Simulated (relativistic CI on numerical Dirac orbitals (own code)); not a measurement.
## Pd4+: sensitivity of the levels to the model

Base calculation: Dirac-Coulomb-Breit CI, KLI orbitals optimised for each configuration, QED by a radiative potential, valence Slater integrals scaled by 0.85, P86 correlation energy added to each configuration.

CI space (outside the closed core [Ar] 3d10): 4s2.4p6.4d6, 4s2.4p6.4d5.5s, 4s2.4p6.4d5.4f, 4s2.4p6.4d5.5p, 4s2.4p5.4d7, 4s2.4p6.4d4.5s2, 4s2.4p6.4d5.5d, 4s2.4p6.4d5.6s, 4s2.4p6.4d5.6p, 4s2.4p6.4d4.5s.5p, 4s2.4p6.4d5.6d, 4s2.4p6.4d5.5g, 4s2.4p4.4d8, 4s.4p6.4d7. Levels of other configurations are missing.

Variants: (1) valence Slater integrals scaled by 0.75; (2) only the first 3 configurations. Shifts of the energy above 4s2.4p6.4d6 5D_4, in cm⁻¹, for the lowest level and the first level of each name with at least 55 % of one term (blank where a level changes its place among those of its configuration and J or its character, or is not in the variant):

```csv
Level,Base,Δ(1),Δ(2)
4s2.4p6.4d6 5D_4,0.0,0.0,0.0
4s2.4p6.4d6 5D_3,2034.8,+29.3,-16.5
4s2.4p6.4d6 5D_2,3004.5,-28.2,+71.7
4s2.4p6.4d6 5D_1,3732.3,-15.5,+84.8
4s2.4p6.4d6 5D_0,4055.6,-22.6,+104.2
4s2.4p6.4d6 3P_2,17026.0,-1635.2,+2654.5
4s2.4p6.4d6 3H_6,20081.4,-2296.9,-1172.1
4s2.4p6.4d6 3H_5,20263.8,-2328.2,-917.0
4s2.4p6.4d6 3F_3,21098.6,-2115.4,+949.6
4s2.4p6.4d6 3F_2,21703.7,-2125.9,+1219.0
4s2.4p6.4d6 3H_4,22131.3,-2150.9,
4s2.4p6.4d6 3P_1,22776.1,-1668.8,+2546.8
4s2.4p6.4d6 3P_0,23088.5,-1934.3,+2747.9
4s2.4p6.4d6 3G_5,25012.1,-2454.8,-394.8
4s2.4p6.4d6 3G_4,26150.7,-2538.7,+28.0
4s2.4p6.4d6 3G_3,26632.8,-2476.8,+112.2
4s2.4p6.4d6 3D_2,28487.3,-2924.5,+1571.5
4s2.4p6.4d6 3D_1,29122.3,-2856.0,+1427.0
4s2.4p6.4d6 3D_3,29404.4,-2944.7,+1306.0
4s2.4p6.4d6 1I_6,31393.1,-3370.8,-1743.5
4s2.4p6.4d6 1G_4,31850.1,-2868.1,+608.1
4s2.4p6.4d6 1S_0,34217.7,-2887.3,+2858.1
```

At this charge configurations can still be misplaced by up to about 7 % of their energy.

Ionisation energy from the two ground configurations alone: base 63.14 eV; valence Slater integrals scaled by 0.75 63.43 eV. The NIST ASD value (theoretical) is 61 eV. The gap of more than 2 % comes from missing correlation, or from a tabulated value that is itself an estimate.
